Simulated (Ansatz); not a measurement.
Cartesian coordinates in Å:
```
F 0.6130 1.2102 0.3330
C -0.7083 0.9409 0.2944
C -1.1688 -0.2467 -0.0293
Ga 3.1767 -0.1702 -0.1625
Cl 2.1265 -2.0792 -0.6699
H -1.2940 1.8132 0.5584
H -0.5065 -1.0654 -0.2808
H -2.2387 -0.4029 -0.0432
```

Charge 0, multiplicity 1. The bonds changed during the relaxation, so this is another structure than the one it started from.

(1) List the PBE/def2-TZVPP orbital energies in eV (Ansatz 0.2.0). (Best estimate.)

Results:

(1) Ansatz gave: Occupied: -10093.94, -2738.04, -1233.79, -1093.46, -1093.46, -1093.41, -660.80, -271.26, -268.98, -248.60, -189.23, -189.17, -189.16, -143.50, -97.98, -97.98, -97.82, -31.00, -20.23, -20.01, -20.01, -19.90, -19.90, -19.25, -18.89, -15.26, -13.24, -11.97, -11.38, -10.04, -9.92, -9.13, -7.29, -7.26, -6.66, -6.27. Lowest empty: -2.20, -1.98, -0.90, 0.07, 1.14, 1.77, 1.98, 2.98.
